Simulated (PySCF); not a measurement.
## Two-component Hartree-Fock for Au⁺ (gold, charge +1)

Start: [Xe] 4f14 5d10. Calculated with PySCF 2.14 in x2c-SVPall-2c: generalised Hartree-Fock with the X2C-1e Hamiltonian and a Gaussian nucleus; one run each with spin-orbit coupling (SO) switched off, then screened by Boettger's factors.

| spinor shell | electrons | ε, spin-free (eV) | ε, screened SO (eV) | weight of nominal j (screened SO) | rms radius, screened SO (bohr) |
| --- | --- | --- | --- | --- | --- |
| 1s1/2 | 2 | -81179.5 | -81148.8 | 1.000 | 0.0190 |
| 2s1/2 | 2 | -14482.0 | -14472.4 | 1.000 | 0.0769 |
| 2p1/2 | 2 | -12533.8 | -13855.9 | 1.000 | 0.0651 |
| 2p3/2 | 4 | -12533.8 | -12014.5 | 1.000 | 0.0731 |
| 3s1/2 | 2 | -3493.0 | -3489.9 | 1.000 | 0.196 |
| 3p1/2 | 2 | -2918.9 | -3213.5 | 1.000 | 0.188 |
| 3p3/2 | 4 | -2918.9 | -2800.8 | 1.000 | 0.204 |
| 3d3/2 | 4 | -2295.3 | -2345.8 | 1.000 | 0.180 |
| 3d5/2 | 6 | -2295.3 | -2258.7 | 1.000 | 0.183 |
| 4s1/2 | 2 | -801.30 | -800.44 | 1.000 | 0.432 |
| 4p1/2 | 2 | -609.83 | -681.23 | 1.000 | 0.438 |
| 4d3/2 | 4 | -374.72 | -385.46 | 1.000 | 0.487 |
| 4d5/2 | 6 | -374.72 | -366.74 | 1.000 | 0.496 |
| 5s1/2 | 2 | -135.94 | -135.88 | 1.000 | 1.00 |
| 4f5/2 | 6 | -111.69 | -113.51 | 1.000 | 0.544 |
| 4f7/2 | 8 | -111.69 | -109.75 | 1.000 | 0.546 |
| 5p1/2 | 2 | -83.048 | -94.651 | 1.000 | 1.13 |
| 5p3/2 | 4 | -83.048 | -78.332 | 1.000 | 1.17 |
| 5d3/2 | 4 | -20.955 | -22.110 | 1.000 | 1.65 |
| 5d5/2 | 6 | -20.955 | -20.219 | 1.000 | 1.73 |

Where does 4p3/2 lie, and what is the 4p spin-orbit splitting (screened SO)?

At -581.12 eV, 100.10 eV above 4p1/2.

```tsv
quantity	spin-free	screened SO
E (hartree)	-18996.19873	-19025.32979
M_J	0	0
⟨J²⟩	0.000	0.000
⟨L²⟩	0.000	0.142
⟨S²⟩	0.000	0.142
```

Breit and QED terms are absent; they matter most for the inner s and p1/2 levels.

Densities and radii are taken from the X2C orbitals without a picture-change correction, which distorts them close to the nucleus.

Without spin-orbit coupling the j labels of p, d and f shells carry no meaning; the spin-free column gives the mean over the occupied spinors of each nl shell.
